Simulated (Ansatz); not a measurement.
Reaction (formal exchange of groups at a B–S bond): `BSCN` + `CCBO` → `BCCBO` + `NCS`

Isolated molecules relaxed with PBE0-D4/def2-TZVP in Ansatz; ΔE leaves out vibrations. CCSD(T)/CBS is the MP2 limit (def2-TZVPP, def2-QZVPP) plus CCSD(T) − MP2 in def2-TZVPP, frozen cores. Functionals use def2-TZVPP. B3LYP here is the variant with VWN-RPA as its local correlation; programs differ in this. One conformer a species, not always the lowest.

**Question.** Is it downhill or uphill in electronic energy at CCSD(T)/CBS, and by how much? (Estimate.)

**Answer.** The calculation gave: Uphill: ΔE = +26.3 kcal/mol.

**Question.** What do these levels give: PBE-D4, PBE0-D4, ωB97M-V, B2PLYP, B3LYP, HF/def2-TZVPP, SCS-MP2/def2-TZVPP, CCSD/def2-TZVPP, HF/def2-QZVPP, MP2/def2-QZVPP, MP2/CBS(def2), CCSD/CBS(def2)? (Estimate.)

**Answer.** The calculation gave: PBE-D4 27.9, PBE0-D4 27.1, ωB97M-V 25.9, B2PLYP 27.0, B3LYP 26.5, HF/def2-TZVPP 24.1, SCS-MP2/def2-TZVPP 26.6, CCSD/def2-TZVPP 25.9, HF/def2-QZVPP 23.8, MP2/def2-QZVPP 27.2, MP2/CBS(def2) 27.1, CCSD/CBS(def2) 25.5 kcal/mol.

Largest T1 diagnostic among the species: 0.013.

In def2-TZVPP, CCSD(T) changes the Hartree–Fock value by +2.6 kcal/mol (the triples alone add +0.9 kcal/mol) and MP2 by +3.4 kcal/mol. From PBE to PBE0 (25 % exact exchange), in def2-TZVPP and without D4, ΔE moves by −0.8 kcal/mol.
